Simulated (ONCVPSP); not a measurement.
## What one change does to a pseudopotential (Rb (Z = 37), ONCV)

ONCVPSP 4.0.1 input, shortened (lines: element, Z, core and valence counts, functional; n l f; lmax; l rc ep ncon nbas qcut; lloc lpopt rc5 dvloc0; l nproj debl; icmod fcfact rcfact), LDA (Perdew-Wang 92), scalar-relativistic:

```
  Rb 37.00    6    3  -001012      upf
    1    0    2.00
    2    0    2.00
    2    1    6.00
    3    0    2.00
    3    1    6.00
    3    2   10.00
    4    0    2.00
    4    1    6.00
    4    2    1.00
    2
    0    1.85    0.00    5    9    6.50
    1    2.00    0.00    5    9    5.90
    2    4.00    0.00    3    7    2.10
    4    5    1.25    0.00
    0    1    1.30
    1    1    3.10
    2    1    1.50
    3    5.50    1.25
```

Change: all radii but the core radius scaled by about 1.17 (s 2.16, p 2.34, d 4.70 bohr); local potential polynomial inside 1.46 bohr (lpopt 5, dvloc0 0 Ha).

Cutoffs: the cutoffs (Ha) at which the residual kinetic energy of the hardest occupied pseudo-wave falls to 1 and 0.1 mHa per electron; they do not see the model core or the augmentation charge, which bear on the density cutoff. Errors are all-electron minus pseudo energies relative to the spin-unpolarised reference configuration.

What does the change do?

The potential gets softer (16 Ha and 19 Ha → 14 Ha and 17 Ha); both files keep a bound ghost (d); of the 3 tests that both files solve, the error grows in 1 and shrinks in 2 by more than 15 % and 0.3 meV (median size 45.7 → 38.1 meV). A larger radius leaves more room for a smooth pseudo-wave, so fewer plane waves are needed.

| quantity | base | changed |
| --- | --- | --- |
| cutoff, loose | 16 Ha | 14 Ha |
| cutoff, tight | 19 Ha | 17 Ha |
| loose cutoff by channel | s 16 Ha, p 12 Ha, d 2.8 Ha | s 14 Ha, p 6.6 Ha, d 1.9 Ha |
| bound ghosts | d | d |
| GHOST(+) flags under 300 eV | none | none |
| tests with a reliable result | 3 of 4 | 3 of 4 |
| error for 4s2 4p6 4d0 5s1, meV [ΔE -2.31 eV] | +62 | +44 |
| error for 4s2 4p6 4d0, meV [ΔE 1.96 eV] | +8.0 | +18 |
| error for 4s2 4p6 4d0 5s0.5, meV [ΔE -0.66 eV] | +46 | +38 |
| rms error of d²Exc/dni dnj with the model core, mHa | 1.14 | 1.01 |

 A true bound ghost makes a file unfit for plane-wave use even where its test errors are small: the radial tests pick states by their node count and pass the ghost by.
